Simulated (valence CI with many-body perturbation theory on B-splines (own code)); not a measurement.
**E1 transitions of Os⁴⁴⁺**

Method: valence CI with perturbative core correlation (CI+MBPT): four valence electrons over a frozen Dirac-Fock core [Ar] 3d10, radial functions for each j: 11 s, 11 p, 10 d, 8 f, 5 g, 2 h, with the one-electron correlation potential Σ1, the two-electron term Σ2, the three-electron term Σ3, Breit, model QED; selected CI, second order for the rest, scaled by the run's own slope (own B-spline code, finite nucleus).

The last digits are not significant, and no measured levels were compared; by estimate large intervals hold to a few tenths of a per cent, small ones and those within an open d or f shell to about a per cent. Among the levels kept, up to 430 cm⁻¹ of a level comes from second order outside the variational space, and about a tenth of that is noise between levels of different J, which matters for small intervals.

Lines 201 to 250 of 548 in falling wavelength, among levels below 715.62 eV, chosen from the strongest by gf and those to the six lowest levels. Wavelengths and rates use the calculated energies. Electric multipoles are in the length gauge, E1 and E2 with the static RPA response of the core. Weak lines are less certain than strong ones. Lines between different terms over intervals too small for the method are left out, as are lines whose strength nearly cancels. Where a level lies close to another of its J and parity, the split of strength between their lines is uncertain. The highest levels of a list are the least certain.

Levels are named by their leading jj configuration (3d3/2^4 stands for four electrons in 3d with j = 3/2), which in mixed levels can hold well under half, so a name can repeat and another be missing. Letters in brackets count levels of one name in rising energy.

```tsv
λ vac (nm)	Upper	Lower	A (s⁻¹)	S (a.u.)
6.106	(4s^2 4p3/2 4f7/2) J=3	(4s^2 4p3/2 4d3/2) J=2	6.64e+10	5.22e-02
6.100	(4s^2 4p3/2 4d5/2) J=1	(4s^2 4p3/2^2) J=2	1.60e+11	5.37e-02
6.095	(4s 4p1/2 4d5/2^2) J=5	(4s^2 4p1/2 4f7/2) J=4	1.48e+11	1.82e-01
6.090	(4s^2 4d5/2^2) J=2 [b]	(4s^2 4p3/2 4d5/2) J=2	1.25e+11	6.98e-02
6.085	(4s 4p1/2 4p3/2 4f5/2) J=3 [b]	(4s 4p1/2 4p3/2 4d3/2) J=2 [b]	8.38e+10	6.53e-02
6.081	(4s 4p3/2^2 4d5/2) J=3 [c]	(4s 4p3/2^3) J=2	1.03e+12	8.00e-01
6.080	(4s 4p1/2 4p3/2^2) J=2 [a]	(4s^2 4p1/2 4p3/2) J=2	2.02e+10	1.12e-02
6.077	(4s 4p1/2 4p3/2 4d5/2) J=2 [a]	(4s^2 4p1/2 4d5/2) J=2	2.34e+11	1.30e-01
6.069	(4s 4p1/2^2 4f5/2) J=3	(4s 4p1/2^2 4d3/2) J=2	6.84e+10	5.28e-02
6.056	(4s 4p3/2^2 4d5/2) J=4 [a]	(4s^2 4p3/2 4d5/2) J=4	4.43e+10	4.37e-02
6.049	(4s^2 4d5/2^2) J=0	(4s^2 4p3/2 4d5/2) J=1	9.90e+11	1.08e-01
6.023	(4s 4p3/2^2 4d3/2) J=2 [a]	(4s^2 4p3/2 4d3/2) J=1	1.65e+11	8.88e-02
6.022	(4s 4p1/2 4p3/2 4d5/2) J=3 [c]	(4s 4p1/2 4p3/2^2) J=2 [a]	7.32e+11	5.52e-01
6.015	(4s 4p1/2 4p3/2 4f5/2) J=4 [b]	(4s 4p1/2 4p3/2 4d3/2) J=3 [b]	1.09e+11	1.05e-01
6.011	(4s 4p3/2^2 4d5/2) J=1 [b]	(4s 4p3/2^3) J=2	1.85e+11	5.94e-02
6.008	(4s 4p1/2 4p3/2 4f5/2) J=3 [c]	(4s 4p1/2 4p3/2 4d3/2) J=2 [b]	1.03e+11	7.72e-02
6.004	(4s 4p1/2 4p3/2 4d5/2) J=2 [c]	(4s 4p1/2 4p3/2^2) J=3	8.57e+10	4.58e-02
5.985	(4s 4p3/2^2 4d3/2) J=1 [a]	(4s^2 4p3/2 4d3/2) J=0	3.04e+11	9.64e-02
5.978	(4s 4p3/2^2 4d3/2) J=2 [a]	(4s^2 4p3/2 4d3/2) J=2	7.38e+10	3.89e-02
5.975	(4s 4p1/2 4p3/2 4f5/2) J=3 [b]	(4s^2 4p1/2 4f7/2) J=3	5.97e+10	4.40e-02
5.968	(4s 4p3/2^2 4d3/2) J=1 [a]	(4s^2 4p3/2 4d3/2) J=1	2.42e+11	7.63e-02
5.964	(4s 4p1/2 4p3/2 4d5/2) J=3 [a]	(4s^2 4p1/2 4d5/2) J=3	1.13e+11	8.27e-02
5.960	(4s^2 4d5/2^2) J=2 [a]	(4s^2 4p3/2 4d3/2) J=1	1.75e+11	9.13e-02
5.955	(4s 4p3/2^2 4d5/2) J=5	(4s^2 4p3/2 4d5/2) J=4	4.95e+11	5.68e-01
5.951	(4s 4p1/2 4p3/2 4f5/2) J=3 [a]	(4s 4p1/2 4p3/2 4d3/2) J=2 [a]	2.23e+11	1.63e-01
5.950	(4s 4p1/2 4p3/2^2) J=2 [a]	(4s^2 4p1/2 4p3/2) J=1	4.72e+11	2.45e-01
5.948	(4s 4p1/2 4d3/2 4d5/2) J=3 [d]	(4s^2 4p1/2 4f5/2) J=2	6.36e+10	4.62e-02
5.946	(4s 4p1/2 4p3/2 4d5/2) J=3 [d]	(4s 4p1/2 4p3/2^2) J=3	1.67e+11	1.21e-01
5.938	(4s 4p3/2^2 4d3/2) J=3 [a]	(4s^2 4p3/2 4d3/2) J=3	6.29e+10	4.55e-02
5.938	(4s 4p1/2 4p3/2 4f7/2) J=4 [b]	(4s^2 4p1/2 4f7/2) J=3	4.96e+10	4.61e-02
5.918	(4s 4p1/2^2 4f5/2) J=2	(4s 4p1/2^2 4d3/2) J=1	2.37e+11	1.21e-01
5.901	(4s 4p1/2 4p3/2 4f7/2) J=5 [d]	(4s 4p1/2 4p3/2 4d5/2) J=5	8.37e+10	9.34e-02
5.886	(4s 4p1/2 4p3/2^2) J=3	(4s^2 4p1/2 4p3/2) J=2	2.62e+11	1.84e-01
5.886	(4s 4p1/2 4p3/2 4f7/2) J=2 [b]	(4s 4p1/2 4p3/2 4d3/2) J=2 [b]	9.69e+10	4.87e-02
5.872	(4s 4p3/2^2 4d3/2) J=3 [a]	(4s^2 4p3/2 4d3/2) J=2	2.67e+11	1.87e-01
5.863	(4s 4p1/2 4d5/2^2) J=3 [a]	(4s 4p1/2 4p3/2 4d3/2) J=3 [b]	7.79e+10	5.42e-02
5.862	(4s 4p1/2 4p3/2 4f5/2) J=2 [a]	(4s 4p1/2 4p3/2 4d3/2) J=1 [a]	2.15e+11	1.07e-01
5.855	(4s 4p1/2 4d3/2 4d5/2) J=3 [c]	(4s 4p1/2 4p3/2 4d3/2) J=2 [a]	8.89e+10	6.17e-02
5.852	(4s 4p1/2 4p3/2 4f7/2) J=4 [a]	(4s 4p1/2 4p3/2 4d3/2) J=3 [a]	5.12e+10	4.56e-02
5.847	(4s 4p1/2 4d5/2^2) J=0 [a]	(4s 4p1/2 4p3/2 4d3/2) J=1 [c]	5.21e+11	5.14e-02
5.845	(4s 4p1/2 4p3/2 4d5/2) J=1 [c]	(4s 4p1/2 4p3/2^2) J=2 [a]	1.25e+11	3.70e-02
5.844	(4s 4p1/2 4p3/2 4f5/2) J=4 [a]	(4s 4p1/2 4p3/2 4d3/2) J=3 [a]	2.84e+11	2.51e-01
5.837	(4s 4p1/2 4p3/2 4d5/2) J=2 [b]	(4s^2 4p1/2 4d5/2) J=3	1.12e+11	5.50e-02
5.836	(4s 4p1/2 4p3/2 4f5/2) J=3 [b]	(4s^2 4p1/2 4f5/2) J=2	7.07e+10	4.85e-02
5.835	(4p1/2 4p3/2^2 4d3/2) J=3	(4s 4p1/2 4p3/2 4d3/2) J=3 [c]	1.20e+11	8.26e-02
5.834	(4s 4p1/2 4d5/2^2) J=3 [b]	(4s 4p1/2 4p3/2 4d3/2) J=3 [b]	7.20e+10	4.94e-02
5.819	(4s 4p1/2 4p3/2 4f5/2) J=1 [a]	(4s 4p1/2 4p3/2 4d3/2) J=1 [a]	1.92e+11	5.61e-02
5.816	(4s 4p1/2 4p3/2 4f5/2) J=1 [c]	(4s 4p1/2 4p3/2 4d3/2) J=1 [c]	2.16e+11	6.30e-02
5.813	(4s 4p1/2 4p3/2 4f7/2) J=5 [b]	(4s 4p1/2 4p3/2 4d3/2) J=4	2.41e+11	2.57e-01
5.811	(4s 4p1/2 4p3/2 4f5/2) J=1 [a]	(4s 4p1/2 4p3/2 4d3/2) J=0 [a]	2.20e+11	6.38e-02
```
